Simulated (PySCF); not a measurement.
These are PySCF with CAM-B3LYP-D3(BJ)/def2-TZVP values and carry that method's errors. Gas-phase values, no solvent. Delta-SCF ions had no search for a lower state. 

Reference species (SMILES): `[si]1(/cn1)=N\[H]` (neutral, multiplicity 1).

```json
{
  "vertical ionisation energy (Delta-SCF)": "9.62 eV",
  "HOMO–LUMO gap": "8.13 eV",
  "HOMO": "-8.59 eV"
}
```

Changed species: `N#CN=[SiH2]`.

Problem. Give the shifts of the vertical ionisation energy (Delta-SCF), HOMO–LUMO gap and HOMO.

Solution. the vertical ionisation energy (Delta-SCF) rises by 0.13 eV, to 9.75 eV; the HOMO–LUMO gap falls by 1.22 eV, to 6.91 eV; the HOMO falls by 0.33 eV, to -8.92 eV.
